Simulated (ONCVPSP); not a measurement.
**Cu: one change to an ONCV potential, before and after**

| Quantity | Value |
| --- | --- |
| Element | Cu |
| Generator | ONCVPSP 4.0.1 |
| Type | optimised norm-conserving Vanderbilt (ONCV) |
| Functional | PBE |
| Relativity | scalar-relativistic |
| Frozen core | [Ne] |
| Valence charge | 19 |
| Reference configuration | 3s2 3p6 3d10 4s0.5 (charge +0.5) |
| Partial waves | 3s+4s: rc 1.20 bohr, ncon 4, nbas 7, qcut 9.2 1/bohr, 2 projectors; 3p: rc 0.85 bohr, ncon 4, nbas 8, qcut 19.8 1/bohr, 1 projector; 3d: rc 1.30 bohr, ncon 3, nbas 7, qcut 14.1 1/bohr, 2 projectors, debl 2.1 Ha |
| Local potential | polynomial inside 0.70 bohr (lpopt 4, dvloc0 3 Ha) |
| Core correction | Teter function, fcfact 5.25, rcfact 1.7 |

Change: all radii but the core radius scaled by about 0.84 (s 1.00, p 0.72, d 1.08 bohr); local potential polynomial inside 0.58 bohr (lpopt 4, dvloc0 3 Ha).

Cutoffs: the cutoffs (Ha) at which the residual kinetic energy of the hardest occupied pseudo-wave falls to 1 and 0.1 mHa per electron; they do not see the model core or the augmentation charge, which bear on the density cutoff. Errors are all-electron minus pseudo energies relative to the spin-unpolarised reference configuration.

Problem. What does the change do?

Solution. The potential gets harder (96 Ha and 120 Ha → 110 Ha and 136 Ha); of the 4 tests that both files solve, the error grows in 1 and shrinks in 1 by more than 15 % and 0.3 meV (median size 0.7 → 1.9 meV); neither file shows a bound ghost. A smaller radius makes the pseudo-wave follow the all-electron one further in, where it bends more sharply, so more plane waves are needed.

```csv
quantity,base,changed
"cutoff, loose",96 Ha,110 Ha
"cutoff, tight",120 Ha,136 Ha
loose cutoff by channel,"s 31 Ha, p 96 Ha, d 69 Ha","s 44 Ha, p 110 Ha, d 78 Ha"
bound ghosts,none,none
GHOST(+) flags under 300 eV,none,none
"error for 3s2 3p6 3d10 4s1, meV [ΔE -3.16 eV]",-1.0,-1.1
"error for 3s2 3p6 3d10 4s0, meV [ΔE 4.99 eV]",+0.4,+0.2
"error for 3s2 3p6 3d9 4s0, meV [ΔE 26.32 eV]",+0.2,-2.6
"error for 3s2 3p6 3d9 4s2, meV [ΔE -1.19 eV]",+14,+6.3
"rms error of d²Exc/dni dnj with the model core, mHa",3.38,3.00
```
